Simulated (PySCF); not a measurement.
As2, SMILES [As]#[As] (connectivity only; charge and spin as stated), charge -1, multiplicity 2.

The structure is a stationary point at r2SCAN-D4/def2-TZVPD. The multiplicity is an assumed one; other spin states were not compared.

These are r2SCAN-D4/def2-TZVPD (PySCF 2.14.0) values and carry that method's errors.

Frequencies are harmonic and unscaled.

```csv
mode,ν (cm⁻¹),IR (km/mol),moving atoms (share of kinetic energy)
1,390,0.0,As 100 %
```
